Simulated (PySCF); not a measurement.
Screening by computed properties: pick the candidate that meets the target.

Species are written as SMILES; each is one conformer at its optimised geometry, gas phase, non-relativistic unless stated. Electronic properties by PySCF.

The conformers computed, where there is a choice (atom-mapped SMILES and torsion angles):
- `[SiH3:1][C:2]#[C:3][SiH2:4][O:5][SiH3:6]`: C3–Si4–O5–Si6 22°
- `[CH:1]#[C:2][C:3]#[C:4]/[CH:5]=[CH:6]/[C:7]([F:8])([F:9])[F:10]`: C5–C6–C7–F8 0°
- `[CH2:1]=[CH:2][CH2:3][N:4]([CH3:5])/[N:6]=[CH:7]\[CH3:8]`: C1–C2–C3–N4 136°, C2–C3–N4–C5 85°, C3–N4–N6–C7 -50°
- `[N:1]#[C:2][CH2:3][CH2:4][Cl:5]`: C2–C3–C4–Cl5 180°
- `[CH3:1][O:2][Si@@H:3]([OH:4])[PH2:5]`: C1–O2–Si3–O4 65°, H–O4–Si3–O2 -98°, H–P5–Si3–O2 163°, H–P5–Si3–O2 69°
- `[CH2:1]=[CH:2][Ga@H-:3]([NH3+:4])[N:5]([SiH3:6])[SiH3:7]`: C1–C2–Ga3–N4 -107°, C2–Ga3–N5–Si6 -165°
- `[O:1]=[N:2][O:3][OH:4]`: O1–N2–O3–O4 -176°, H–O4–O3–N2 -101°
- `[O:1]=[N+:2]([O-:3])[OH:4]`: H–O4–N2–O1 0°

The conformers of `N[C@@H]1[C@H]2CC[C@@H](N)[C@@H]12` aren't listed.

**Question.** Wanted: lowest triplet excitation (Tamm–Dancoff) below 3.2 eV (TDA CAM-B3LYP/def2-SVPD) and electronic spatial extent ⟨r²⟩ about the centre of nuclear charge below 1000 bohr² (CAM-B3LYP/def2-SVPD), at PBE0-D3(BJ)/def2-SVP geometries. Which candidate meets both?
A. `[C]([Al])#C` [singlet]
B. `C=CCN(C)/N=C\C`
C. `C#CC#C/C=C/C(F)(F)F`
D. `[SiH3]C#C[SiH2]O[SiH3]`
E. `N#CCCCl`

**Answer.** A. Computed values:
| species | lowest triplet excitation (Tamm–Dancoff) | electronic spatial extent ⟨r²⟩ about the centre of nuclear charge |
| --- | --- | --- |
| [C]([Al])#C [singlet] | 2.22 eV | 251 bohr² |
| C#CC#C/C=C/C(F)(F)F | 2.87 eV | 2466 bohr² |
| C=CCN(C)/N=C\C | 3.54 eV | 1078 bohr² |
| [SiH3]C#C[SiH2]O[SiH3] | 4.51 eV | 1897 bohr² |
| N#CCCCl | 6.25 eV | 731 bohr² |

**Question.** Wanted: dipole moment between 1 D and 2.3 D (CAM-B3LYP/def2-SVPD) and lowest singlet excitation below 5.6 eV (TDDFT CAM-B3LYP/def2-SVPD), at PBE0-D3(BJ)/def2-SVP geometries. Which candidate meets both?
A. `C=CCN(C)/N=C\C`
B. `C#CC#C/C=C/C(F)(F)F`
C. `N#CC#[C][Na]`
D. `[SiH3]C#C[SiH2]O[SiH3]`
E. `CO[Si@@H](O)P`
F. `C(CC#N)Cl`
G. `C=[CH][Ga@H-]([NH3+])[N]([SiH3])[SiH3]`

**Answer.** A. Computed values:
```csv
species,dipole moment,lowest singlet excitation
[SiH3]C#C[SiH2]O[SiH3],0.68 D,5.39 eV
C=CCN(C)/N=C\C,1.62 D,4.97 eV
C(CC#N)Cl,2.10 D,7.35 eV
C#CC#C/C=C/C(F)(F)F,2.49 D,4.02 eV
CO[Si@@H](O)P,2.74 D,6.68 eV
C=[CH][Ga@H-]([NH3+])[N]([SiH3])[SiH3],4.78 D,5.82 eV
N#CC#[C][Na],13.14 D,4.39 eV
```

**Question.** Wanted: HOMO–LUMO gap below 7 eV (CAM-B3LYP/def2-SVPD) and vertical ionisation energy below 10 eV (ΔSCF CAM-B3LYP/def2-SVPD), at PBE0-D3(BJ)/def2-SVP geometries. Which candidate meets both?
A. `C=CCN(C)/N=C\C`
B. `O=NOO`
C. `C(CC#N)Cl`
D. `C(C#C)#C/C=C/C(F)(F)F`
E. `N[C@@H]1[C@H]2CC[C@@H](N)[C@@H]12`
F. `C#[C][Al]` [singlet]
G. `O=[N+]([O-])O`

**Answer.** F. Computed values:
```csv
species,HOMO–LUMO gap,vertical ionisation energy
C#[C][Al] [singlet],6.76 eV,8.61 eV
C(C#C)#C/C=C/C(F)(F)F,7.31 eV,9.36 eV
C=CCN(C)/N=C\C,8.34 eV,7.74 eV
O=NOO,8.58 eV,11.42 eV
N[C@@H]1[C@H]2CC[C@@H](N)[C@@H]12,9.06 eV,8.48 eV
O=[N+]([O-])O,10.15 eV,12.75 eV
C(CC#N)Cl,11.11 eV,11.71 eV
```

**Question.** Wanted: smallest rotational constant between 0.64 GHz and 1 GHz (PBE0-D3(BJ)/def2-SVP) and static isotropic polarisability above 103 au (CAM-B3LYP/def2-SVPD), at PBE0-D3(BJ)/def2-SVP geometries. Which candidate meets both?
A. `C=[CH][Ga@H-]([NH3+])[N]([SiH3])[SiH3]`
B. `C=CCN(C)/N=C\C`
C. `C#[C][Al]` [singlet]
D. `[SiH3]C#C[SiH2]O[SiH3]`
E. `CO[Si@@H](O)P`
F. `C(C#C/C=C/C(F)(F)F)#C`
G. `O=NOO`

**Answer.** A. Computed values:
```csv
species,smallest rotational constant,static isotropic polarisability
C(C#C/C=C/C(F)(F)F)#C,0.405 GHz,100.2 au
[SiH3]C#C[SiH2]O[SiH3],0.579 GHz,106.7 au
C=[CH][Ga@H-]([NH3+])[N]([SiH3])[SiH3],0.699 GHz,125.9 au
C=CCN(C)/N=C\C,1.230 GHz,91.2 au
CO[Si@@H](O)P,1.477 GHz,74.2 au
O=NOO,4.794 GHz,26.3 au
C#[C][Al] [singlet],4.895 GHz,62.5 au
```
